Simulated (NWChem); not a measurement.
Program: NWChem. System: C2H6FNSn, charge 0, spin multiplicity 1, at a geometry optimised with PBE/def2-SVP with def2 effective core potentials on Sn. The structure started from a generated list of species. Level: MP2/def2-SVP with def2 effective core potentials on Sn, 8 core orbitals frozen.

Job file:

```
start mol
memory heap 200 mb stack 800 mb global 1000 mb
geometry units angstroms nocenter noautoz
  Sn    -0.620704    -0.535416     0.000000
  F     -1.560242     1.228087     0.000000
  N      1.251577     0.364946     0.000000
  C      2.478315    -0.399006     0.000000
  C      1.423840     1.802816     0.000000
  H      3.110145    -0.180420    -0.895709
  H      3.110145    -0.180420     0.895709
  H      2.268453    -1.490897     0.000000
  H      1.992683     2.150324     0.896693
  H      1.992683     2.150324    -0.896693
  H      0.429311     2.291610     0.000000
  symmetry group Cs
end
basis spherical
  * library def2-svp
end
ecp
  Sn library def2-ecp
end
scf
  rhf
  nopen 0
  maxiter 100
  thresh 1e-7
  semidirect memsize 60000000 filesize 0
end
mp2
  freeze core 8
end
task mp2 energy
```

Output (cleaned and shortened):

```
             Northwest Computational Chemistry Package (NWChem) 7.3.0
             --------------------------------------------------------

                                NWChem Input Module
                                -------------------

 Scaling coordinates for geometry "geometry" by  1.889725989
 (inverse scale =  0.529177249)

 Turning off AUTOSYM since
 SYMMETRY directive was detected!

                             Geometry "geometry" -> ""
                             -------------------------

 Output coordinates in angstroms (scale by  1.889725989 to convert to a.u.)

  No.       Tag          Charge          X              Y              Z
 ---- ---------------- ---------- -------------- -------------- --------------
    1 Sn                  50.0000    -0.62070400    -0.53541600     0.00000000
    2 F                    9.0000    -1.56024200     1.22808700     0.00000000
    3 N                    7.0000     1.25157700     0.36494600     0.00000000
    4 C                    6.0000     2.47831500    -0.39900600     0.00000000
    5 C                    6.0000     1.42384000     1.80281600     0.00000000
    6 H                    1.0000     3.11014500    -0.18042000    -0.89570900
    7 H                    1.0000     3.11014500    -0.18042000     0.89570900
    8 H                    1.0000     2.26845300    -1.49089700     0.00000000
    9 H                    1.0000     1.99268300     2.15032400     0.89669300
   10 H                    1.0000     1.99268300     2.15032400    -0.89669300
   11 H                    1.0000     0.42931100     2.29161000     0.00000000

 Effective nuclear repulsion energy (a.u.)     466.1900535075

            Nuclear Dipole moment (a.u.)
            ----------------------------
        X                 Y               Z
 ---------------- ---------------- ----------------
     0.0000207870    -0.0000264562     0.0000000000

      Symmetry information
      --------------------

 Group name             Cs
 Group number              2
 Group order               2
 No. of unique centers     9

      Symmetry unique atoms

     1    2    3    4    5    6    8    9   11


 Summary of "ao basis" -> "" (spherical)
 ------------------------------------------------------------------------------
       Tag                 Description            Shells   Functions and Types
 ---------------- ------------------------------  ------  ---------------------
 *                          def2-svp                  on all atoms

 Summary of "ao basis" -> "ao basis" (spherical)
 ------------------------------------------------------------------------------
       Tag                 Description            Shells   Functions and Types
 ---------------- ------------------------------  ------  ---------------------
 Sn                         def2-svp                10       26   4s4p2d
 F                          def2-svp                 6       14   3s2p1d
 N                          def2-svp                 6       14   3s2p1d
 C                          def2-svp                 6       14   3s2p1d
 H                          def2-svp                 3        5   2s1p

                                 NWChem SCF Module
                                 -----------------

  ao basis        = "ao basis"
  functions       =   112
  atoms           =    11
  closed shells   =    28
  open shells     =     0
  charge          =   0.00
  wavefunction    = RHF
  use symmetry    = T
  symmetry adapt  = T

 Summary of "ao basis" -> "ao basis" (spherical)
[...]
    49     -0.236142   3 N  pz               46      0.186254   3 N  pz

 Vector   30  Occ=0.000000D+00  E= 9.400601D-02  Symmetry=a'
              MO Center= -5.9D-01, -8.6D-01,  1.6D-15, r^2= 5.0D+00
   Bfn.  Coefficient  Atom+Function         Bfn.  Coefficient  Atom+Function
  ----- ------------  ---------------      ----- ------------  ---------------
    14      0.889151   1 Sn px               57     -0.562384   4 C  s
    15     -0.425297   1 Sn py               29      0.290914   2 F  s
    94      0.290508   8 H  s                43     -0.276770   3 N  s
    11      0.205840   1 Sn px               62      0.184080   4 C  py

 Vector   31  Occ=0.000000D+00  E= 1.504405D-01  Symmetry=a'
              MO Center= -6.3D-01, -5.2D-01, -6.2D-16, r^2= 5.3D+00
   Bfn.  Coefficient  Atom+Function         Bfn.  Coefficient  Atom+Function
  ----- ------------  ---------------      ----- ------------  ---------------
    15      1.040521   1 Sn py               14      0.708376   1 Sn px
    43     -0.655230   3 N  s                 4      0.555300   1 Sn s
    71     -0.342655   5 C  s                29     -0.300049   2 F  s
    47      0.264534   3 N  px                3      0.241704   1 Sn s
    48      0.175328   3 N  py

 center of mass
 --------------
 x =  -0.26597170 y =  -0.13640183 z =   0.00000000

 moments of inertia (a.u.)
 ------------------
         444.394284561729        -111.999558621020           0.000000000000
        -111.999558621020         871.936138868278           0.000000000000
           0.000000000000           0.000000000000        1293.205315679713

  Mulliken analysis of the total density
  --------------------------------------

    Atom       Charge   Shell Charges
 -----------   ------   -------------------------------------------------------
    1 Sn  22    20.99   1.60  0.43  1.15  0.59  3.27  2.73  0.75  0.34  9.80  0.34
    2 F    9     9.62   1.99  1.10  0.87  3.30  2.35  0.00
    3 N    7     7.88   1.99  0.94  0.70  2.36  1.87  0.02
    4 C    6     5.83   1.99  0.86  0.17  1.98  0.78  0.05
    5 C    6     5.85   1.99  0.86  0.18  1.98  0.79  0.05
    6 H    1     0.98   0.75  0.20  0.02
    7 H    1     0.98   0.75  0.20  0.02
    8 H    1     0.99   0.76  0.20  0.02
    9 H    1     0.99   0.76  0.21  0.02
   10 H    1     0.99   0.76  0.21  0.02
   11 H    1     0.93   0.74  0.16  0.03

       Multipole analysis of the density wrt the origin
       ------------------------------------------------

     L   x y z        total         open         nuclear
     -   - - -        -----         ----         -------
     0   0 0 0     -0.000000      0.000000     56.000000

     1   1 0 0      0.577432      0.000000     32.842914
     1   0 1 0     -1.062968      0.000000     28.330080
     1   0 0 1     -0.000000      0.000000      0.000000

     2   2 0 0    -38.549254      0.000000    439.184781
     2   1 1 0      2.637243      0.000000     27.787728
     2   1 0 1     -0.000000      0.000000      0.000000
     2   0 2 0    -38.648254      0.000000    207.321967
     2   0 1 1     -0.000000      0.000000      0.000000
     2   0 0 2    -34.592989      0.000000     11.472779

                   NWChem MP2 Semi-direct Energy/Gradient Module
                   ---------------------------------------------

  Basis functions       =    112
  Molecular orbitals    =    112
  Frozen core           =      8
  Frozen virtuals       =      0
  Active alpha occupied =     20
  Active beta occupied  =     20
  Active alpha virtual  =     84
  Active beta virtual   =     84
  Use MO symmetry       = T
  Use skeleton AO sym   = T

  AO/Fock/Back tols     =   1.0D-09  1.0D-09  1.0D-09

 GA uses MA = F    GA memory limited = T

 Available:
  local mem=  1.15D+08
 global mem=  1.31D+08
 local disk=  0.00D+00
  mp2_memr nvloc                    84
  nvloc new                    84
   1 passes of  20:        3145728                      68429                  34259250.
   1 passes of  20: M    114677825           G      131046912           F     111532097.

 Semi-direct pass number   1 of   1  for RHF alpha+beta  at        4.2s
  vrange nnbf                  5994
  mp2_eaftype                   130  avail_ma_in_mb                   999
 EAF : mp2_eaftype filesize         130   17129625.
  mp2_eaf for mointskh                    130
Node 0 wrote     80.6 Mb in      0.0 s     Agg I/O rate:  1912.6 Mb/s
 Done moints_semi at       10.9s
  mp2_eaftype                   130  avail_ma_in_mb                   869
 EAF : mp2_eaftype filesize         130   17129625.
  mp2_eaf for kh                   130
 Done maket at       11.4s
 Done multipass loop at       11.4s

          -------------------------------------------
          SCF energy                -446.313001105582
          Correlation energy          -0.745699665992
          Singlet pairs               -0.467549658032
          Triplet pairs               -0.278150007960
          Total MP2 energy          -447.058700771574
          -------------------------------------------

          ---------------------------------------------------
                    Spin Component Scaled (SCS) MP2
          Same spin pairs                     -0.185433338640
          Same spin scaling factor             0.333333333333
          Opposite spin pairs                 -0.560266327352
          Opposite spin scaling fact.          1.200000000000
          SCS-MP2 correlation energy          -0.734130705703
          Total SCS-MP2 energy              -447.047131811284
          ---------------------------------------------------

 -----------------------
 Performance information
 -----------------------

 Timer overhead =  2.09D-07 seconds/call

               Nr. of calls         CPU time (s)                 Wall time (s)                GFlops
             ---------------    -------------------     ------------------------------   -------------------
Name         Min   Avg   Max    Min     Avg     Max     Min     Avg     Max   Mx/calls   Min     Max     Sum
mp2: moin     1     1     1    6.7     6.7     6.7      6.7     6.7     6.7     6.7      0.0     0.0     0.0
mp2: make     1     1     1   0.51    0.51    0.51     0.51    0.51    0.51    0.51      0.0     0.0     0.0
mp2: tota     1     1     1    7.3     7.3     7.3      7.3     7.3     7.3     7.3      0.0     0.0     0.0

 The average no. of pstat calls per process was 3.00D+00
 with a timing overhead of 6.27D-07s

 Task  times  cpu:       11.4s     wall:       11.4s

 Total times  cpu:       11.4s     wall:       11.4s
```
